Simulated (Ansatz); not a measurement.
Reaction (cleavage of the Ga–Sn bond): `F[CH2][GaH][SnH3]` + H–F → `F[CH2][GaH][F]` + `[SnH4]`

Calculated with Ansatz (gas phase, PBE0-D4/def2-TZVP geometries, no zero-point term in ΔE). CCSD(T)/CBS is the MP2 limit (def2-TZVPP, def2-QZVPP) plus CCSD(T) − MP2 in def2-TZVPP, frozen cores. This one scheme is used for every species. DFT in def2-TZVPP. def2 core potentials past Kr. For Ga, Sn outer-core shells are correlated without core-valence functions, which leaves a few kJ/mol of doubt a bond. Scalar relativity is left out up to krypton. One conformer a species, not always the lowest.

`F[CH2][GaH][SnH3]`:

Cartesian coordinates in Å:
```
F -0.419 0.204 2.201
C 0.485 1.066 1.589
Ga 0.675 0.675 -0.357
Sn -0.739 -1.288 -1.353
H 0.137 2.094 1.750
H 1.449 0.971 2.104
H 1.669 1.571 -1.190
H -0.485 -1.511 -3.030
H -0.361 -2.767 -0.585
H -2.411 -1.014 -1.128
```

H–F:

Z-matrix (Å, degrees):
```
F
H 1 0.920
```

`F[CH2][GaH][F]`:

Cartesian coordinates in Å:
```
F 0.228 1.717 0.880
C -0.099 0.369 0.829
Ga 0.141 -0.359 -0.997
F -0.274 -2.071 -1.070
H -1.137 0.250 1.156
H 0.531 -0.170 1.543
H 0.610 0.264 -2.341
```

`[SnH4]`:

```xyz
5

Sn    0.000    0.000    0.000
H     1.327   -0.968   -0.453
H     0.454    1.021    1.286
H    -1.288   -0.999    0.496
H    -0.493    0.945   -1.329
```

CCSD(T)/CBS gives -33.9 kJ/mol.

(1) Another level gave -56.5 kJ/mol. Which?
A. B97M-V/def2-TZVPP
B. BHLYP/def2-TZVPP
C. r2SCAN0/def2-TZVPP
D. MP2/def2-TZVPP

Largest T1 diagnostic among the species: 0.013.

## Answers

(1) B. BHLYP -56.5, r2SCAN0 -46.6, MP2/def2-TZVPP -42.3, B97M-V -66.6 kJ/mol.

In def2-TZVPP, CCSD(T) changes the Hartree–Fock value by +21.2 kJ/mol (the triples alone add +1.5 kJ/mol) and MP2 by +24.5 kJ/mol. The D4 term adds +7.6 kJ/mol with B3LYP and +4.4 kJ/mol with PBE0; it sums over pairs of atoms, weighted by their polarisabilities, and B3LYP, whose exchange is more repulsive, gets the larger term.

B3LYP here is the variant with VWN-RPA as its local correlation; programs differ in this.
